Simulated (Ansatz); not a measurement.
The cluster Li₁₁⁻, relaxed as a singlet with RKS B3LYP/def2-SVPD in Ansatz, starting from the GFN1-xTB geometry. Force threshold 0.02 eV/Å.

The restricted singlet is unstable towards broken spin symmetry in Hartree–Fock (as tested in another run); at B3LYP/def2-SVPD this wasn't settled. Another isomer (singlet) lies 0.15 eV lower at PBE0/def2-TZVPD; other spin states weren't run for this one.

Start:

```xyz
11

Li    1.195    1.472    0.888
Li    1.431    0.537   -1.756
Li    0.723   -0.371    3.057
Li    0.859   -1.787    0.939
Li   -0.685   -2.639    2.746
Li   -1.482   -2.607    0.194
Li    1.323    3.033   -1.519
Li   -0.168    1.619   -3.343
Li   -1.387   -0.492    1.619
Li   -0.821    1.902   -0.940
Li   -0.987   -0.666   -1.885
```

(1) Estimate the energy that the relaxation releases and the steps that it takes.

(2) Does the start keep its bonding?

(3) Predict the relaxed structure.

Answers

(1) 28.7 kcal/mol, in 6 steps; 19 s on 4 threads of Arm Neoverse V1 on a shared host. No frequencies were taken in this run, so the end may be a saddle point.

(2) Bonds lost: Li7–Li8 (atoms count from 1). Metal–metal contacts that move far: Li5–Li9 2.52 to 3.10 Å, Li4–Li5 2.53 to 3.10 Å, Li3–Li4 2.55 to 3.08 Å, Li6–Li9 2.55 to 3.07 Å, Li3–Li9 2.56 to 3.07 Å.

(3) 
```
atom   x (Å)   y (Å)   z (Å)
 Li1   1.233   1.517   0.989
 Li2   1.552   0.456  -1.659
 Li3   0.868  -0.375   3.411
 Li4   0.912  -1.606   0.593
 Li5  -0.719  -2.817   2.929
 Li6  -1.765  -3.065   0.182
 Li7   1.561   3.415  -1.463
 Li8  -0.287   1.552  -3.709
 Li9  -1.388  -0.242   1.337
Li10  -0.931   1.938  -0.842
Li11  -1.037  -0.773  -1.768
```
Bond lengths (bridged metal pairs left out): 13 × Li–Li 2.78 to 3.07 Å.
